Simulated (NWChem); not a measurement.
System: HfH2Cl2; SMILES [Cl][HfH2][Cl]

NWChem printed, in part:

```
             Northwest Computational Chemistry Package (NWChem) 7.3.0
             --------------------------------------------------------

 C2V symmetry detected

                             Geometry "geometry" -> ""
                             -------------------------

 Output coordinates in angstroms (scale by  1.889725989 to convert to a.u.)

  No.       Tag          Charge          X              Y              Z
 ---- ---------------- ---------- -------------- -------------- --------------
    1 Hf                  72.0000     0.00000000     0.00000000    -0.35728713
    2 Cl                  17.0000     1.99873800     0.00000000     0.84211387
    3 Cl                  17.0000    -1.99873800     0.00000000     0.84211387
    4 H                    1.0000     0.00000000    -1.46687100    -1.45359913
    5 H                    1.0000     0.00000000     1.46687100    -1.45359913

 Effective nuclear repulsion energy (a.u.)     646.4386844753

      Symmetry information
      --------------------

 Group name             C2v
 Group number             16
 Group order               4
 No. of unique centers     3

 Summary of "ao basis" -> "ao basis" (spherical)
 ------------------------------------------------------------------------------
       Tag                 Description            Shells   Functions and Types
 ---------------- ------------------------------  ------  ---------------------
 Hf                        def2-tzvp                14       40   6s4p3d1f
 Cl                        def2-tzvp                13       37   5s5p2d1f
 H                         def2-tzvp                 4        6   3s1p

      Symmetry analysis of basis
      --------------------------

        a1         48
        a2         17
        b1         35
        b2         26

            General Information
            -------------------
          SCF calculation type: DFT
          Wavefunction type:  closed shell.
          No. of atoms     :     5
          No. of electrons :    48
           Alpha electrons :    24
            Beta electrons :    24
          Charge           :     0
          Spin multiplicity:     1
          Use of symmetry is: on ; symmetry adaption is: on
          Maximum number of iterations: 150
          AO basis - number of functions:   126
                     number of shells:    48
          Convergence on energy requested:  1.00D-06
          Convergence on density requested:  1.00D-05
          Convergence on gradient requested:  5.00D-04

              XC Information
              --------------
                     Hartree-Fock (Exact) Exchange  1.000

      Superposition of Atomic Density Guess
      -------------------------------------

 Sum of atomic energies:        -971.88845770

      Non-variational initial energy
      ------------------------------

 Total energy =    -967.276538
 1-e energy   =   -1645.500568
 2-e energy   =     529.578242
 HOMO         =      -0.315702
 LUMO         =       0.013574

      Symmetry analysis of molecular orbitals - initial
      -------------------------------------------------

  Numbering of irreducible representations:

     1 a1          2 a2          3 b1          4 b2

  Orbital symmetries:

     1 a1          2 b1          3 a1          4 b1          5 a1
     6 b1          7 a1          8 a2          9 b2         10 b1
    11 a1         12 b1         13 a1         14 b2         15 a1
    16 b1         17 a1         18 a1         19 b1         20 a2
    21 b2         22 b1         23 a1         24 b2         25 a1
    26 b1         27 a2         28 a1         29 b2         30 a1
    31 a1         32 b1         33 a1         34 b2

     ---------------------------------------------
      Total Density - Mulliken Population Analysis
     ---------------------------------------------

    Atom       Charge   Shell Charges
 -----------   ------   -------------------------------------------------------
    1 Hf  12    10.10  -0.01 -0.32  1.41  0.92  0.58  0.20  2.19  2.92  0.97  0.23  0.32  0.53  0.12  0.06
    2 Cl  17    17.61   2.01  0.45  1.52  1.12  0.85  4.19  1.68  1.13  3.06  1.58  0.00  0.01  0.00
    3 Cl  17    17.61   2.01  0.45  1.52  1.12  0.85  4.19  1.68  1.13  3.06  1.58  0.00  0.01  0.00
    4 H    1     1.34   0.25  0.65  0.44  0.00
    5 H    1     1.34   0.25  0.65  0.44  0.00

   convergence    iter        energy       DeltaE   RMS-Dens  Diis-err
 ---------------- ----- ----------------- --------- --------- ---------
 d= 0,ls=0.0,diis     1   -967.7104706396 -1.12D+03  7.28D-03  5.64D-01
 d= 0,ls=0.0,diis     2   -967.7805887021 -7.01D-02  2.73D-03  2.44D-01
 d= 0,ls=0.0,diis     3   -967.8134234881 -3.28D-02  5.01D-04  2.45D-03
 d= 0,ls=0.0,diis     4   -967.8141631529 -7.40D-04  1.55D-04  1.68D-04
 d= 0,ls=0.0,diis     5   -967.8142357980 -7.26D-05  4.27D-05  1.26D-05
  Resetting Diis
 d= 0,ls=0.0,diis     6   -967.8142413322 -5.53D-06  1.22D-05  1.32D-06
 d= 0,ls=0.0,diis     7   -967.8142417745 -4.42D-07  2.72D-06  8.46D-08

         Total DFT energy =     -967.814241774531
      One electron energy =    -1646.762500891917
           Coulomb energy =      591.558660495090
    Exchange-Corr. energy =      -61.256190004459
 Nuclear repulsion energy =      148.645788626755

 Numeric. integr. density =        0.000000000000

                  Occupations of the irreducible representations
                  ----------------------------------------------

                     irrep           alpha         beta
                     --------     --------     --------
                     a1               10.0         10.0
                     a2                2.0          2.0
                     b1                8.0          8.0
                     b2                4.0          4.0

                       DFT Final Molecular Orbital Analysis
                       ------------------------------------

 Vector   22  Occ=2.000000D+00  E=-4.809799D-01  Symmetry=b1
              MO Center= -8.9D-14,  4.0D-16,  7.8D-01, r^2= 5.0D+00
   Bfn.  Coefficient  Atom+Function         Bfn.  Coefficient  Atom+Function
  ----- ------------  ---------------      ----- ------------  ---------------
    57      0.361809  2 Cl pz                94     -0.361809  3 Cl pz
    60      0.242138  2 Cl pz                97     -0.242138  3 Cl pz
    54      0.161589  2 Cl pz                91     -0.161589  3 Cl pz
    48     -0.130302  2 Cl pz                85      0.130302  3 Cl pz
    55     -0.125865  2 Cl px                92     -0.125865  3 Cl px

 Vector   23  Occ=2.000000D+00  E=-4.680444D-01  Symmetry=a1
              MO Center=  1.3D-13,  7.3D-14, -1.1D+00, r^2= 3.3D+00
   Bfn.  Coefficient  Atom+Function         Bfn.  Coefficient  Atom+Function
  ----- ------------  ---------------      ----- ------------  ---------------
     5      0.333648  1 Hf s                116      0.226082  4 H  s
   122      0.226082  5 H  s                  3     -0.184994  1 Hf s
    12      0.178274  1 Hf pz                23     -0.168688  1 Hf d  2
     4     -0.148893  1 Hf s                117      0.149026  4 H  s
   123      0.149026  5 H  s                 28     -0.140746  1 Hf d  2

 Vector   24  Occ=2.000000D+00  E=-4.490334D-01  Symmetry=b2
              MO Center= -9.8D-15, -9.6D-14, -1.2D+00, r^2= 2.9D+00
   Bfn.  Coefficient  Atom+Function         Bfn.  Coefficient  Atom+Function
  ----- ------------  ---------------      ----- ------------  ---------------
   116      0.246099  4 H  s                122     -0.246099  5 H  s
    20      0.226015  1 Hf d -1              11      0.209695  1 Hf py
    25      0.201816  1 Hf d -1             117      0.159342  4 H  s
   123     -0.159342  5 H  s                 17     -0.139835  1 Hf py
   115      0.126060  4 H  s                121     -0.126060  5 H  s

 Vector   25  Occ=0.000000D+00  E= 4.235065D-02  Symmetry=a1
              MO Center= -2.8D-14,  4.6D-15, -8.9D-01, r^2= 3.3D+00
   Bfn.  Coefficient  Atom+Function         Bfn.  Coefficient  Atom+Function
  ----- ------------  ---------------      ----- ------------  ---------------
    18      0.412537  1 Hf pz                31     -0.351726  1 Hf d  0
    21     -0.322269  1 Hf d  0              26     -0.269983  1 Hf d  0
    33     -0.242547  1 Hf d  2              23     -0.216462  1 Hf d  2
    28     -0.150231  1 Hf d  2               5      0.102707  1 Hf s
    12     -0.081652  1 Hf pz               117     -0.058148  4 H  s

 Vector   26  Occ=0.000000D+00  E= 5.748007D-02  Symmetry=b1
              MO Center= -3.1D-14,  2.1D-14, -9.1D-01, r^2= 3.9D+00
   Bfn.  Coefficient  Atom+Function         Bfn.  Coefficient  Atom+Function
  ----- ------------  ---------------      ----- ------------  ---------------
    16      0.703570  1 Hf px                22      0.358467  1 Hf d  1
    32      0.337152  1 Hf d  1              27      0.272059  1 Hf d  1
    58     -0.141473  2 Cl px                95     -0.141473  3 Cl px
    10     -0.126445  1 Hf px                60      0.122024  2 Cl pz
    97     -0.122024  3 Cl pz                55     -0.080537  2 Cl px

 Vector   27  Occ=0.000000D+00  E= 6.525591D-02  Symmetry=a2
              MO Center= -1.3D-13, -1.7D-14, -2.9D-01, r^2= 3.0D+00
   Bfn.  Coefficient  Atom+Function         Bfn.  Coefficient  Atom+Function
  ----- ------------  ---------------      ----- ------------  ---------------
    19      0.458351  1 Hf d -2              29      0.456979  1 Hf d -2
    24      0.408468  1 Hf d -2              59     -0.270961  2 Cl py
    96      0.270961  3 Cl py                56     -0.096198  2 Cl py
    93      0.096198  3 Cl py                53     -0.070383  2 Cl py
    90      0.070383  3 Cl py                47      0.044736  2 Cl py

     ---------------------------------------------
      Total Density - Mulliken Population Analysis
     ---------------------------------------------

    Atom       Charge   Shell Charges
 -----------   ------   -------------------------------------------------------
    1 Hf  12    10.73  -0.01 -0.32  1.44  0.90  0.59  0.00  2.24  3.04  0.91  0.31  0.55  0.84  0.12  0.10
    2 Cl  17    17.44   2.01  0.45  1.52  1.07  0.90  4.18  1.69  1.06  2.93  1.60  0.00  0.02  0.00
    3 Cl  17    17.44   2.01  0.45  1.52  1.07  0.90  4.18  1.69  1.06  2.93  1.60  0.00  0.02  0.00
    4 H    1     1.20   0.23  0.62  0.34  0.01
    5 H    1     1.20   0.23  0.62  0.34  0.01

     -------------------------------------------
      Total Density - Lowdin Population Analysis
     -------------------------------------------

    Atom       Charge   Shell Charges
 -----------   ------   -------------------------------------------------------
    1 Hf  12    11.66   0.01  0.03  0.89  0.98  0.41  0.22  2.37  2.48  1.24  0.67  0.49  1.00  0.70  0.20
    2 Cl  17    16.99   1.98  0.85  1.14  0.90  0.80  3.93  1.90  1.24  2.58  1.65  0.00  0.03  0.00
    3 Cl  17    16.99   1.98  0.85  1.14  0.90  0.80  3.93  1.90  1.24  2.58  1.65  0.00  0.03  0.00
    4 H    1     1.18   0.25  0.54  0.37  0.01
    5 H    1     1.18   0.25  0.54  0.37  0.01

     Multipole analysis of the density
     ---------------------------------

     L   x y z        total         alpha         beta         nuclear
     -   - - -        -----         -----         ----         -------
     0   0 0 0     -0.000000    -24.000000    -24.000000     48.000000

     1   1 0 0      0.000000      0.000000      0.000000      0.000000
     1   0 1 0     -0.000000     -0.000000     -0.000000      0.000000
     1   0 0 1     -0.104084    -20.307285    -20.307285     40.510486

     2   2 0 0    -42.254791   -263.653411   -263.653411    485.052031
     2   1 1 0     -0.000000     -0.000000     -0.000000      0.000000
     2   1 0 1     -0.000000     -0.000000     -0.000000      0.000000
     2   0 2 0    -40.169727    -27.768760    -27.768760     15.367793
     2   0 1 1      0.000000      0.000000      0.000000      0.000000
     2   0 0 2    -40.125354    -73.394820    -73.394820    106.664285

            General Information
            -------------------
          SCF calculation type: DFT
          Wavefunction type:  closed shell.
          No. of atoms     :     5
          No. of electrons :    48
           Alpha electrons :    24
            Beta electrons :    24
          Charge           :     0
          Spin multiplicity:     1
          Use of symmetry is: on ; symmetry adaption is: on
          Maximum number of iterations: 150
          AO basis - number of functions:   126
                     number of shells:    48
          Convergence on energy requested:  1.00D-06
          Convergence on density requested:  1.00D-05
          Convergence on gradient requested:  5.00D-04

              XC Information
              --------------
                     Hartree-Fock (Exact) Exchange  1.000

          Convergence Information
          -----------------------
          Convergence aids based upon iterative change in
          total energy or number of iterations.
          Levelshifting, if invoked, occurs when the
          HOMO/LUMO gap drops below (HL_TOL):  1.00D-02
          DIIS, if invoked, will attempt to extrapolate
          using up to (NFOCK): 10 stored Fock matrices.

                    Damping( 0%)  Levelshifting(0.5)       DIIS
                  --------------- ------------------- ---------------
          dE  on:    start            ASAP                start
          dE off:    2 iters        150 iters           150 iters

                            NWChem DFT Gradient Module
                            --------------------------

  charge          =   0.00
  wavefunction    = closed shell

  Using symmetry

                         DFT ENERGY GRADIENTS

    atom               coordinates                        gradient
                 x          y          z           x          y          z
   1 Hf      0.000000   0.000000  -0.675175    0.000000   0.000000   0.006189
   2 Cl      3.777067   0.000000   1.591364   -0.007503   0.000000  -0.005497
   3 Cl     -3.777067   0.000000   1.591364    0.007503   0.000000  -0.005497
   4 H       0.000000  -2.771984  -2.746904    0.000000   0.003095   0.002403
   5 H       0.000000   2.771984  -2.746904    0.000000  -0.003095   0.002403
```

Level: Hartree-Fock/def2-TZVP with def2 effective core potentials on Hf. Structure relaxed at the PBE0/def2-SVP level. def2 effective core potentials on Hf; no spin-orbit coupling.

Task: Write an input that gives this output.

Result: This is not unique; one that fits is the input that was run:
```
start job
memory heap 200 mb stack 900 mb global 1100 mb
geometry units angstroms noautoz
  Hf     0.000000     0.000000    -0.276552
  Cl     1.998738     0.000000     0.922849
  Cl    -1.998738     0.000000     0.922849
  H      0.000000    -1.466871    -1.372864
  H      0.000000     1.466871    -1.372864
end
basis spherical
  * library def2-tzvp
end
ecp
  Hf library def2-ecp
end
dft
  xc hfexch
  iterations 150
  mulliken
end
task dft gradient
```
